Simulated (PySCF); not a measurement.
**Spinor energies of Ba (barium, neutral)**

Start: [Xe] 6p2; 6p3/2 filled at m_j = +1/2, +3/2. Calculated with PySCF 2.14 in x2c-TZVPall-2c: generalised Hartree-Fock with the X2C-1e Hamiltonian and a Gaussian nucleus; one run each with spin-orbit coupling (SO) switched off, then screened by Boettger's factors. This is a chosen level, not necessarily the ground level.

| spinor shell | electrons | ε, spin-free (eV) | ε, screened SO (eV) | weight of nominal j (screened SO) | rms radius, screened SO (bohr) |
| --- | --- | --- | --- | --- | --- |
| 1s1/2 | 2 | -37626.9 | -37622.4 | 1.000 | 0.0292 |
| 2s1/2 | 2 | -6055.8 | -6054.5 | 1.000 | 0.119 |
| 2p1/2 | 2 | -5423.6 | -5690.2 | 1.000 | 0.102 |
| 2p3/2 | 4 | -5423.6 | -5305.2 | 1.000 | 0.108 |
| 3s1/2 | 2 | -1325.5 | -1325.1 | 1.000 | 0.311 |
| 3p1/2 | 2 | -1118.1 | -1171.0 | 1.000 | 0.303 |
| 3p3/2 | 4 | -1118.1 | -1094.5 | 1.000 | 0.315 |
| 3d3/2 | 4 | -817.10 | -826.52 | 1.000 | 0.287 |
| 3d5/2 | 6 | -817.10 | -810.44 | 1.000 | 0.290 |
| 4s1/2 | 2 | -281.14 | -281.04 | 1.000 | 0.715 |
| 4p1/2 | 2 | -211.47 | -222.55 | 1.000 | 0.744 |
| 4p3/2 | 4 | -211.47 | -206.48 | 1.000 | 0.770 |
| 4d3/2 | 4 | -107.02 | -108.66 | 1.000 | 0.856 |
| 4d5/2 | 6 | -107.02 | -105.87 | 1.000 | 0.867 |
| 5s1/2 | 2 | -45.669 | -45.675 | 1.000 | 1.76 |
| 5p1/2 | 2 | -26.559 | -28.158 | 0.999 | 1.98 |
| 5p3/2 | 4 | -26.559 | -25.870 | 1.000 | 2.06 |
| 6p3/2 | 2 | -3.435 | -3.421 | 0.774 | 6.82 |

```
   quantity    spin-free  screened SO
E (hartree)  -8130.07312  -8133.13990
        M_J            2            2
       ⟨J²⟩        6.000        6.001
       ⟨L²⟩        2.000        2.098
       ⟨S²⟩        2.000        2.004
```

Rows whose weight is well below 1 are mixtures of j = l ± 1/2: exchange outweighs spin-orbit coupling there, and the label is only the starting occupation.

Breit and QED terms are absent; they matter most for the inner s and p1/2 levels.

Densities and radii are taken from the X2C orbitals without a picture-change correction, which distorts them close to the nucleus.

Without spin-orbit coupling the j labels of p, d and f shells carry no meaning; the spin-free column gives the mean over the occupied spinors of each nl shell.
